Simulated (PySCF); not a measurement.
An equivalent PySCF input for Te³⁺ (tellurium, charge +3), [Kr] 4d10 5s2 5p1, 2P determinant, with a scalar-relativistic core potential:

```python
from pyscf import gto, scf, dft, mp, cc
import basis_set_exchange as bse
txt = bse.get_basis("def2-TZVPPD", elements=["Te"], fmt="nwchem", header=False)
cut = txt.index("\nECP")
mol = gto.M(atom="Te 0 0 0", charge=3, spin=1, symmetry="D2h",
            basis=gto.basis.parse(txt[:cut]),
            ecp={"Te": gto.basis.parse_ecp(txt[cut:])})
mf = dft.UKS(mol, xc="PBE0")
mf.irrep_nelec = {'Ag': (4, 4), 'B1g': (1, 1), 'B2g': (1, 1), 'B3g': (1, 1), 'B1u': (1, 1), 'B2u': (2, 1), 'B3u': (1, 1)}
mf.kernel()
```

It reaches the same state as the run whose output follows, with an energy that differs only through the grid. The run itself started from symmetry-adapted Hartree-Fock orbitals and held the occupation by maximum overlap, on a logarithmic radial grid, so the iterations belong to that start.

```
SCF conv_tol = 1e-09
number electrons alpha = 11  beta = 10
XC functionals = PBE0
    C. Adamo and V. Barone.,  J. Chem. Phys. 110, 6158 (1999)
    M. Ernzerhof and G. E. Scuseria.,  J. Chem. Phys. 110, 5029 (1999)
cycle= 1 E= -265.968401081048  delta_E= -0.00522  |g|= 0.0182  |ddm|= 0.426
cycle= 2 E= -265.968467146595  delta_E= -6.61e-05  |g|= 0.0081  |ddm|= 0.0503
cycle= 3 E= -265.968479810853  delta_E= -1.27e-05  |g|= 0.000895  |ddm|= 0.0111
cycle= 4 E= -265.968480069635  delta_E= -2.59e-07  |g|= 5.35e-05  |ddm|= 0.00164
cycle= 5 E= -265.968480071301  delta_E= -1.67e-09  |g|= 4.13e-06  |ddm|= 0.000106
cycle= 6 E= -265.968480071309  delta_E= -7.62e-12  |g|= 1.6e-07  |ddm|= 9.68e-06
converged SCF energy = -265.968480071309  <S^2> = 0.75204456  2S+1 = 2.0020435
```

Energies and moments cover only the electrons outside the core potential.
